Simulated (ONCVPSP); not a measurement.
What the settings do to the ONCV potential of platinum (Pt)

Base potential:

- Element: Pt (Z = 78)
- Generator: ONCVPSP 4.0.1
- Type: optimised norm-conserving Vanderbilt (ONCV)
- Functional: PW91
- Relativity: scalar-relativistic
- Frozen core: [Kr] 4d10 4f14
- Valence charge: 18
- Reference configuration: 5s2 5p6 5d9 6s1
- Partial waves: 5s+6s: rc 1.75 bohr, ncon 4, nbas 7, qcut 8.6 1/bohr, 2 projectors; 5p: rc 1.90 bohr, ncon 4, nbas 9, qcut 6.1 1/bohr, 2 projectors, debl 3.9 Ha; 5d: rc 1.95 bohr, ncon 3, nbas 8, qcut 7.6 1/bohr, 1 projector
- Local potential: polynomial inside 1.55 bohr (lpopt 5, dvloc0 1 Ha)
- Core correction: polynomial model core, fcfact 0.5

Cutoffs, loose and tight: the cutoffs (Ha) at which the residual kinetic energy of the hardest occupied pseudo-wave falls to 1 and 0.1 mHa per electron. They do not see the model core or the augmentation charge, which bear on the density cutoff. Test errors are all-electron minus pseudo excitation energies from the reference, over the configurations 5s2 5p6 5d9 6s0; 5s2 5p6 5d8 6s0; 5s2 5p6 5d7 6s0; 5s1 5p6 5d9 6s1. A dash means not determined; rows that change the core or the reference have their own tests.

| change | outcome | cutoff, loose | cutoff, tight | bound ghosts | GHOST(+) flags above zero | largest test error (meV) |
| --- | --- | --- | --- | --- | --- | --- |
| base | generated | 22 Ha | 27 Ha | none | none | -525 |
| all radii but the core radius scaled by about 0.80 (s 1.40, p 1.52, d 1.56 bohr); local potential polynomial inside 1.24 bohr (lpopt 5, dvloc0 1 Ha) | generated | 29 Ha | 62 Ha | none | s | -209 |
| all radii but the core radius scaled by about 0.86 (s 1.50, p 1.64, d 1.68 bohr); local potential polynomial inside 1.34 bohr (lpopt 5, dvloc0 1 Ha) | generated | 27 Ha | 31 Ha | none | s | -278 |
| all radii but the core radius scaled by about 1.14 (s 2.00, p 2.18, d 2.22 bohr); local potential polynomial inside 1.78 bohr (lpopt 5, dvloc0 1 Ha) | generated | 18 Ha | 24 Ha | none | none | -808 |
| all radii but the core radius scaled by about 1.25 (s 2.20, p 2.38, d 2.44 bohr); local potential polynomial inside 1.94 bohr (lpopt 5, dvloc0 1 Ha) | generated | 17 Ha | 21 Ha | none | none | -1094 |
| all radii but the core radius scaled by about 1.33 (s 2.32, p 2.52, d 2.58 bohr); local potential polynomial inside 2.06 bohr (lpopt 5, dvloc0 1 Ha) | generated, projector energies reset by the program | 16 Ha | 19 Ha | none | none | -1156 |

(1) What comes out with this change to the base: all radii but the core radius scaled by about 0.95 (s 1.66, p 1.80, d 1.84 bohr); local potential polynomial inside 1.48 bohr (lpopt 5, dvloc0 1 Ha)?

(2) What comes out with this change to the base: all radii but the core radius scaled by about 1.10 (s 1.92, p 2.10, d 2.14 bohr); local potential polynomial inside 1.70 bohr (lpopt 5, dvloc0 1 Ha)?

Answers

(1) outcome: generated; cutoff, loose: 24 Ha; cutoff, tight: 28 Ha; bound ghosts: none; GHOST(+) flags above zero: none; largest test error (meV): -408.

(2) outcome: generated; cutoff, loose: 20 Ha; cutoff, tight: 25 Ha; bound ghosts: none; GHOST(+) flags above zero: none; largest test error (meV): -683.

Reading the sweep of the scale of all radii but the core radius (base = 1) (base included, trends over the rows without a ghost): The loose cutoff falls from 29 Ha at 0.8 to 16 Ha at 1.33. A larger radius leaves more room for a smooth pseudo-wave, so fewer plane waves are needed; a smaller one forces it to follow the all-electron wave where it bends sharply. The median size of the test errors (rows with all tests solved) rises from 6.3 meV at 0.8 to 44.1 meV at 1.33, with one reversal. More of the atom is replaced by a form fitted at one configuration, so other configurations suffer as the radius grows.
